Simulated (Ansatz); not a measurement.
C2H6Cl2NY, SMILES `C[N](C)[Y]([Cl])[Cl]` at its PBE0-D4/def2-TZVP geometry, where that method's forces vanish. Charge 0, multiplicity 1. Y: def2 effective core potential.

```xyz
12

C     1.4355   -0.3069   -0.1487
N     0.0295    0.0095   -0.0430
C    -0.4788    0.6216   -1.2493
Y    -1.1342   -0.3735    1.6571
Cl   -3.5098    0.2909    1.5156
Cl    0.0388   -1.4324    3.5569
H     2.0429    0.5912   -0.3331
H     1.6349   -1.0078   -0.9724
H     1.8045   -0.7696    0.7730
H    -1.5447    0.8546   -1.1528
H    -0.3630   -0.0384   -2.1214
H     0.0444    1.5607   -1.4819
```

(1) What forces (eV/Å) does B3LYP-D4/def2-TZVPP give on these atoms in the Gaussian-basis code of Ansatz? (Best estimate.)

## Answers

(1) Computed: 
```
C1   0.321 -0.083  0.009
N2  -0.028 -0.007  0.036
C3  -0.147  0.142 -0.260
Y4  -0.048 -0.017  0.074
Cl5 -0.198  0.056 -0.012
Cl6  0.097 -0.087  0.156
H7  -0.017 -0.043  0.005
H8   0.002  0.030  0.033
H9  -0.016  0.028 -0.059
H10  0.065 -0.012 -0.012
H11 -0.007  0.035  0.029
H12 -0.025 -0.039  0.000
```

B3LYP here is the variant with VWN-RPA as its local correlation; programs differ in this.
